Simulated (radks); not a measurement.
The numbers below are computed, except where a source is named.
Spherical quantum dot in the effective-mass picture: electrons in a hard-walled sphere of radius 6.6, with a point charge +1 (a donor) at the centre, all in effective atomic units (hartree* = m*/eps^2 hartree, bohr* = eps/m* bohr), one dielectric constant everywhere. Level of theory: non-relativistic Kohn-Sham, LDA (Slater exchange, Perdew-Wang correlation), spin-polarised, spherical densities (a radial shooting solver with Libxc functionals). Levels are named by radial order and angular momentum (1s, 1p, 1d, 2s, ...), and open shells are averaged over m.

N = 5, configuration 1s2 1p(up 3, down 0). This is the lowest configuration that the search found. Occupied and some empty levels:

level    occupation  eigenvalue (hartree*)  <r> (bohr*)
1s up             1                0.74386        2.838
1s down           1                0.76874        2.437
1p up             3                0.88092        4.173
1p down           0                0.93379        4.160
2s up             0                0.95664        3.101
2s down           0                0.98075        3.422
1d up             0                 1.0109        4.461
1d down           0                 1.0647        4.473
1f up             0                 1.1746        4.658
1f down           0                 1.2275        4.674

Energy (hartree*): total 1.32184, kinetic 1.1684, external -2.0038, Hartree 3.1340, exchange-correlation -0.97683.
